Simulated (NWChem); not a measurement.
System: MgNH$_{3}$S; SMILES [NH2][Mg][SH]

The following NWChem deck was run.

```
start job
memory heap 200 mb stack 900 mb global 1100 mb
geometry units angstroms noautoz
  Mg     0.150849    -0.374197    -0.183014
  N      0.441618    -2.216127     0.162852
  H     -0.102967    -3.000086    -0.209220
  H      1.170903    -2.615528     0.761386
  S     -0.194388     1.884243    -0.603818
  H     -1.044541     2.001650     0.457062
end
basis spherical
  Mg library 6-31+g*
  N library 6-31+g*
  H library 6-31+g*
  S library 6-31+g*
end
dft
  xc xwpbe 0.80 cpbe96 1.0 hfexch 1.00
  cam 0.2 cam_alpha 0.2 cam_beta 0.8
  iterations 150
  vectors input atomic output neutral.movecs
end
task dft energy
charge 1
dft
  odft
  mult 2
  vectors input atomic output cation.movecs
end
task dft energy
charge -1
dft
  odft
  mult 2
  vectors input atomic output anion.movecs
end
task dft energy
```

Excerpt of the output:

```
             Northwest Computational Chemistry Package (NWChem) 7.3.0
             --------------------------------------------------------

 C1  symmetry detected

                             Geometry "geometry" -> ""
                             -------------------------

 Output coordinates in angstroms (scale by  1.889725989 to convert to a.u.)

  No.       Tag          Charge          X              Y              Z
 ---- ---------------- ---------- -------------- -------------- --------------
    1 Mg                  12.0000     0.02831953    -0.55968118    -0.00345364
    2 N                    7.0000     0.00908445    -2.45611882     0.00205397
    3 H                    1.0000    -0.00957623    -3.06838576    -0.81915434
    4 H                    1.0000     0.01074802    -3.06263450     0.82773955
    5 S                   16.0000     0.05637474     1.76325099     0.00040164
    6 H                    1.0000    -1.30659310     1.82801044     0.01205433

 Effective nuclear repulsion energy (a.u.)     106.6018792497

  pbe96 is a nonlocal functional; adding pw91lda local functional.

                                 NWChem DFT Module
                                 -----------------

 Summary of "ao basis" -> "ao basis" (spherical)
 ------------------------------------------------------------------------------
       Tag                 Description            Shells   Functions and Types
 ---------------- ------------------------------  ------  ---------------------
 Mg                         6-31+g*                 10       22   5s4p1d
 N                          6-31+g*                  8       18   4s3p1d
 H                          6-31+g*                  2        2   2s
 S                          6-31+g*                 10       22   5s4p1d

            General Information
            -------------------
          SCF calculation type: DFT
          Wavefunction type:  closed shell.
          No. of atoms     :     6
          No. of electrons :    38
           Alpha electrons :    19
            Beta electrons :    19
          Charge           :     0
          Spin multiplicity:     1
          Use of symmetry is: off; symmetry adaption is: off
          Maximum number of iterations: 150
          AO basis - number of functions:    68
                     number of shells:    34
          Convergence on energy requested:  1.00D-06
          Convergence on density requested:  1.00D-05
          Convergence on gradient requested:  5.00D-04

              XC Information
              --------------
                     Hartree-Fock (Exact) Exchange  1.000
                     LC-wPBE(h)Exchange Functional  0.800
            Perdew 1991 LDA Correlation Functional  1.000 local
           PerdewBurkeErnz. Correlation Functional  1.000 non-local

           Range-Separation Parameters
           ---------------------------
           Alpha           :  0.20
           Beta            :  0.80
           Gamma           :  0.20
           Short-Range HF  :     F

             Grid Information
             ----------------
          Grid used for XC integration:  medium
          Radial quadrature: Mura-Knowles
          Angular quadrature: Lebedev.
          Tag              B.-S. Rad. Rad. Pts. Rad. Cut. Ang. Pts.
          ---              ---------- --------- --------- ---------
          Mg                  1.50       88          13.0       590
          N                   0.65       49          14.0       434
          H                   0.35       45          14.0       434
          S                   1.00       88          14.0       590
          Grid pruning is: on
          Number of quadrature shells:   360
          Spatial weights used:  Erf1

      Superposition of Atomic Density Guess
      -------------------------------------

 Sum of atomic energies:        -652.84192112

      Non-variational initial energy
      ------------------------------

 Total energy =    -653.434317
 1-e energy   =   -1115.794216
 2-e energy   =     355.758020
 HOMO         =      -0.328952
 LUMO         =      -0.077730

   convergence    iter        energy       DeltaE   RMS-Dens  Diis-err
 ---------------- ----- ----------------- --------- --------- ---------
 d= 0,ls=0.0,diis     1   -654.4822742589 -7.61D+02  1.34D-02  5.41D-01
 d= 0,ls=0.0,diis     2   -654.4971637563 -1.49D-02  5.14D-03  4.95D-01
 d= 0,ls=0.0,diis     3   -654.5528139701 -5.57D-02  1.44D-03  1.08D-02
 d= 0,ls=0.0,diis     4   -654.5543911021 -1.58D-03  5.52D-04  6.69D-04
 d= 0,ls=0.0,diis     5   -654.5545533359 -1.62D-04  2.13D-04  4.46D-05
  Resetting Diis
 d= 0,ls=0.0,diis     6   -654.5545739287 -2.06D-05  6.08D-05  4.61D-06
 d= 0,ls=0.0,diis     7   -654.5545758457 -1.92D-06  1.35D-05  1.43D-07
 d= 0,ls=0.0,diis     8   -654.5545759281 -8.24D-08  5.49D-06  2.36D-08

         Total DFT energy =     -654.554575928068
      One electron energy =    -1118.781762559402
           Coulomb energy =      407.593536207375
    Exchange-Corr. energy =      -49.968228825717
 Nuclear repulsion energy =      106.601879249676

 Numeric. integr. density =       38.000008747459

                       DFT Final Molecular Orbital Analysis
                       ------------------------------------

 Vector   17  Occ=2.000000D+00  E=-3.643743D-01
              MO Center=  2.7D-02,  1.4D+00,  2.7D-04, r^2= 2.5D+00
   Bfn.  Coefficient  Atom+Function         Bfn.  Coefficient  Atom+Function
  ----- ------------  ---------------      ----- ------------  ---------------
    52      0.591616  5 S  py                56      0.240145  5 S  py
    48     -0.230009  5 S  py                 8     -0.222385  1 Mg py
     6     -0.210386  1 Mg s                 54      0.191114  5 S  s
    50      0.139613  5 S  s                 26      0.128678  2 N  py
     4      0.115091  1 Mg py                28      0.114631  2 N  s

 Vector   18  Occ=2.000000D+00  E=-3.264542D-01
              MO Center=  4.3D-02,  1.7D+00,  2.2D-04, r^2= 1.7D+00
   Bfn.  Coefficient  Atom+Function         Bfn.  Coefficient  Atom+Function
  ----- ------------  ---------------      ----- ------------  ---------------
    53      0.662268  5 S  pz                57      0.385193  5 S  pz
    49     -0.253488  5 S  pz                 9      0.088924  1 Mg pz
    19      0.064519  1 Mg d -1              61      0.048531  5 S  pz
     5     -0.041054  1 Mg pz

 Vector   19  Occ=2.000000D+00  E=-3.084283D-01
              MO Center=  9.0D-03, -2.4D+00,  1.8D-03, r^2= 1.3D+00
   Bfn.  Coefficient  Atom+Function         Bfn.  Coefficient  Atom+Function
  ----- ------------  ---------------      ----- ------------  ---------------
    25      0.554075  2 N  px                29      0.436541  2 N  px
    33      0.161821  2 N  px                 7      0.107628  1 Mg px
     3     -0.056221  1 Mg px                18     -0.045183  1 Mg d -2

 Vector   20  Occ=0.000000D+00  E=-1.686333D-03
              MO Center= -2.9D-01, -7.0D-01, -1.8D-02, r^2= 1.4D+01
   Bfn.  Coefficient  Atom+Function         Bfn.  Coefficient  Atom+Function
  ----- ------------  ---------------      ----- ------------  ---------------
    14      1.062184  1 Mg s                 58     -0.728136  5 S  s
    10      0.467403  1 Mg s                 12      0.462900  1 Mg py
    60      0.274916  5 S  py                28     -0.249589  2 N  s
     6      0.173944  1 Mg s                 52      0.161213  5 S  py
    50     -0.152957  5 S  s                 54     -0.145401  5 S  s

 Vector   21  Occ=0.000000D+00  E= 2.602483D-02
              MO Center=  2.4D-02, -8.4D-01,  2.3D-02, r^2= 2.4D+01
   Bfn.  Coefficient  Atom+Function         Bfn.  Coefficient  Atom+Function
  ----- ------------  ---------------      ----- ------------  ---------------
    17      1.089804  1 Mg pz                61     -0.249852  5 S  pz
     9      0.171868  1 Mg pz                53     -0.120987  5 S  pz
    35     -0.090845  2 N  pz                27     -0.055963  2 N  pz
     5     -0.052986  1 Mg pz                13      0.047137  1 Mg pz
    57     -0.045229  5 S  pz                49      0.042095  5 S  pz

 Vector   22  Occ=0.000000D+00  E= 2.815050D-02
              MO Center=  3.2D-01, -7.8D-01, -9.4D-03, r^2= 2.6D+01
   Bfn.  Coefficient  Atom+Function         Bfn.  Coefficient  Atom+Function
  ----- ------------  ---------------      ----- ------------  ---------------
    15      1.069490  1 Mg px                16     -0.379692  1 Mg py
    12      0.191426  1 Mg py                 7      0.148810  1 Mg px
    59     -0.146644  5 S  px                33     -0.144908  2 N  px
    25     -0.096869  2 N  px                60      0.090432  5 S  py
    51     -0.086979  5 S  px                14      0.084211  1 Mg s

     Multipole analysis of the density
     ---------------------------------

     L   x y z        total         alpha         beta         nuclear
     -   - - -        -----         -----         ----         -------
     0   0 0 0     -0.000000    -19.000000    -19.000000     38.000000

     1   1 0 0     -0.333946     -0.166973     -0.166973     -0.000000
     1   0 1 0     -0.782880     -0.391440     -0.391440     -0.000000
     1   0 0 1     -0.004150     -0.002075     -0.002075     -0.000000

     2   2 0 0    -21.940646    -14.127937    -14.127937      6.315228
     2   1 1 0     -1.661161      1.219105      1.219105     -4.099370
     2   1 0 1      0.015149      0.007021      0.007021      0.001107
     2   0 2 0    -28.753259   -224.833309   -224.833309    420.913358
     2   0 1 1      0.023887      0.012540      0.012540     -0.001192
     2   0 0 2    -21.508229    -13.176166    -13.176166      4.844103

                                 NWChem DFT Module
                                 -----------------

            General Information
            -------------------
          SCF calculation type: DFT
          Wavefunction type:  spin polarized.
          No. of atoms     :     6
          No. of electrons :    37
           Alpha electrons :    19
            Beta electrons :    18
          Charge           :     1
          Spin multiplicity:     2
          Use of symmetry is: off; symmetry adaption is: off
          Maximum number of iterations: 150
          This is a Direct SCF calculation.
          AO basis - number of functions:    68
                     number of shells:    34
          Convergence on energy requested:  1.00D-06
          Convergence on density requested:  1.00D-05
          Convergence on gradient requested:  5.00D-04

              XC Information
              --------------
                     Hartree-Fock (Exact) Exchange  1.000
                     LC-wPBE(h)Exchange Functional  0.800
            Perdew 1991 LDA Correlation Functional  1.000 local
           PerdewBurkeErnz. Correlation Functional  1.000 non-local

           Range-Separation Parameters
           ---------------------------
           Alpha           :  0.20
           Beta            :  0.80
           Gamma           :  0.20
           Short-Range HF  :     F

             Grid Information
             ----------------
          Grid used for XC integration:  medium
          Radial quadrature: Mura-Knowles
          Angular quadrature: Lebedev.
          Tag              B.-S. Rad. Rad. Pts. Rad. Cut. Ang. Pts.
          ---              ---------- --------- --------- ---------
          Mg                  1.50       88          13.0       590
          N                   0.65       49          14.0       434
          H                   0.35       45          14.0       434
          S                   1.00       88          14.0       590
          Grid pruning is: on
          Number of quadrature shells:   360
          Spatial weights used:  Erf1

      Superposition of Atomic Density Guess
      -------------------------------------

 Sum of atomic energies:        -652.84192112

 Renormalizing density from      38.00 to     37

      Non-variational initial energy
      ------------------------------

 Total energy =    -642.549048
 1-e energy   =   -1086.431211
 2-e energy   =     337.280283
 HOMO         =      -0.613858
 LUMO         =      -0.327197

   convergence    iter        energy       DeltaE   RMS-Dens  Diis-err
 ---------------- ----- ----------------- --------- --------- ---------
 d= 0,ls=0.0,diis     1   -654.0712452412 -7.61D+02  1.31D-02  2.78D-01
                                                     1.87D-02  2.82D-01
 d= 0,ls=0.0,diis     2   -653.8953527607  1.76D-01  8.08D-03  4.50D-01
                                                     1.54D-02  3.34D-01
 d= 0,ls=0.0,diis     3   -654.1585985164 -2.63D-01  1.98D-03  1.33D-01
                                                     1.76D-03  9.48D-02
 d= 0,ls=0.0,diis     4   -654.2117915099 -5.32D-02  1.60D-03  1.93D-02
                                                     1.58D-03  1.39D-02
 d= 0,ls=0.0,diis     5   -654.2240839475 -1.23D-02  7.40D-04  3.06D-03
                                                     6.46D-04  1.65D-03
  Resetting Diis
 d= 0,ls=0.0,diis     6   -654.2260027294 -1.92D-03  2.07D-04  8.99D-05
                                                     1.79D-04  3.33D-05
 d= 0,ls=0.0,diis     7   -654.2260925215 -8.98D-05  5.60D-05  6.27D-06
                                                     4.88D-05  2.61D-06
 d= 0,ls=0.0,diis     8   -654.2260984876 -5.97D-06  1.51D-05  9.52D-07
                                                     2.24D-05  2.49D-06
 d= 0,ls=0.0,diis     9   -654.2260999854 -1.50D-06  1.57D-05  2.93D-07
                                                     2.24D-05  1.38D-07
 d= 0,ls=0.0,diis    10   -654.2261008031 -8.18D-07  4.55D-06  1.63D-08
                                                     1.42D-05  8.21D-08
 d= 0,ls=0.0,diis    11   -654.2261010757 -2.73D-07  3.27D-06  5.62D-09
                                                     1.73D-05  2.71D-08
 d= 0,ls=0.0,diis    12   -654.2261013068 -2.31D-07  1.55D-06  1.63D-09
                                                     1.48D-05  1.18D-08
 d= 0,ls=0.0,diis    13   -654.2261014415 -1.35D-07  8.15D-07  8.42D-10
                                                     1.12D-05  6.02D-09
 d= 0,ls=0.0,diis    14   -654.2261015241 -8.26D-08  4.58D-07  2.05D-10
                                                     7.60D-06  4.68D-09

         Total DFT energy =     -654.226101524088
      One electron energy =    -1110.284981165873
           Coulomb energy =      399.158250234505
    Exchange-Corr. energy =      -49.701249842397
 Nuclear repulsion energy =      106.601879249676

 Numeric. integr. density =       37.000008365654

                    DFT Final Alpha Molecular Orbital Analysis
                    ------------------------------------------

 Vector   17  Occ=1.000000D+00  E=-6.112901D-01
              MO Center= -1.8D-01,  1.6D+00,  2.2D-03, r^2= 1.7D+00
   Bfn.  Coefficient  Atom+Function         Bfn.  Coefficient  Atom+Function
  ----- ------------  ---------------      ----- ------------  ---------------
    51      0.518036  5 S  px                68     -0.282072  6 H  s
    67     -0.274085  6 H  s                 50      0.229667  5 S  s
    47     -0.203495  5 S  px                54      0.150441  5 S  s
     6      0.136267  1 Mg s                 55      0.136876  5 S  px
    52     -0.132572  5 S  py                46     -0.104978  5 S  s

[...]
```

Level: LRC-wPBEh/6-31+G* (spherical d), vertical spin-unrestricted ions. Coordinates come from a PBE-D3(BJ)/def2-SVP optimisation.
